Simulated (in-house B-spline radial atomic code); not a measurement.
The vanadium ion V⁶⁺: [Ne] 3p6 3d1 (with a hole in an inner shell)

All numbers are computed (Dirac-Hartree-Fock, average of configuration; Fermi nucleus of rms radius 3.6002 fm) with a B-spline radial code for spherical atoms, not measured.

Screening seen three ways: the hydrogenic charge with the same mean radius, Z_r = [3n² - l(l+1)]/(2<r>), the one with the same energy, Z_e = n√(-2ε), and Slater's rules. Values are occupation-weighted means over j.

| shell | electrons | ε (eV) | <r> (bohr) | Z_r | Z_e | Slater |
| --- | --- | --- | --- | --- | --- | --- |
| 1s | 2 | -5638.3 | 0.06639 | 22.59 | 20.36 | 22.70 |
| 2s | 2 | -769.78 | 0.306 | 19.61 | 15.04 | 18.85 |
| 2p | 6 | -660.14 | 0.272 | 18.38 | 13.93 | 18.85 |
| 3p | 6 | -149.44 | 0.9234 | 13.54 | 9.94 | 12.45 |
| 3d | 1 | -110.37 | 0.9411 | 11.16 | 8.54 | 7.00 |

The least bound orbital is 3d5/2 at -110.3 eV, and it is also the most diffuse (<r> = 0.9416 bohr).

Spin-orbit splittings of the orbital energies (j = l + 1/2 above j = l - 1/2 when positive): 2p 7.272 eV, 3p 1.074 eV, 3d 0.1156 eV.

For the 1s electron the small component carries 0.681 % of the norm, the zero-frequency Breit interaction raises the level by 5.639 eV, self-energy by 2.704 eV, and vacuum polarisation lowers it by 0.2152 eV.

The density falls to 0.001 bohr⁻³ at 2.317 bohr; Σ<r²> = 7.7432 bohr² gives, by the non-relativistic formula and without the paramagnetism of open shells, a Langevin diamagnetic susceptibility of -6.133×10⁻⁶ cm³/mol.
